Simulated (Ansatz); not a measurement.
Geometry optimisation, UKS PBE-D4/def2-SVP (Ansatz).

Input:

```yaml
crystal:
  periodic: [false, false, false]
  atoms:
    - { symbol: O, position_ang: [0.6156, -2.1102, 0.7482] }
    - { symbol: C, position_ang: [0.0266, -1.1026, 0.2194] }
    - { symbol: Si, position_ang: [-0.0007, 0.7781, -0.1352] }
    - { symbol: Se, position_ang: [-1.4241, -0.3346, -0.8883] }
    - { symbol: H, position_ang: [1.097, 1.1439, -1.0835] }
    - { symbol: H, position_ang: [-0.2723, 1.5615, 1.0932] }
magnetization:
  spin_polarized: true
basis:
  gaussian: { orbitals: def2-SVP }
hamiltonian:
  xc: pbe
  dispersion: d4
relax:
  f_tol: 0.02
  max_steps: 50
```

Launched with:

```bash
$ ansatz run input.yaml --threads 2 --pin off --max-ram 3072MiB --backend cpu --events-out ev --progress --plain --runs-dir out
```

Q: Where does it end, and by what steps?

A: The forces met the threshold. After 7 steps the energy has fallen by 1.952 eV; Se4 moved furthest, 0.28 Å.

```
step  energy less start (eV)  largest force component (eV/Å)  accepted
   0                  0.0000                           7.555       yes
   1                 -1.7486                           1.955       yes
   2                 -1.9297                           0.528       yes
   3                 -1.9423                           0.241       yes
   4                 -1.9467                           0.140       yes
   5                 -1.9509                           0.104       yes
   6                 -1.9519                           0.030       yes
   7                 -1.9520                           0.006       yes
```

```xyz
6
Properties=species:S:1:pos:R:3
O 0.489 -2.124 0.684
C 0.121 -1.080 0.259
Si 0.076 0.744 -0.100
Se -1.587 -0.559 -0.932
H 1.136 1.291 -1.013
H -0.192 1.665 1.056
```

Time of the run: 15 s on 2 threads of Intel(R) Xeon(R) CPU @ 2.60GHz (Ice Lake), on a shared host, peak memory 0.19 GiB.
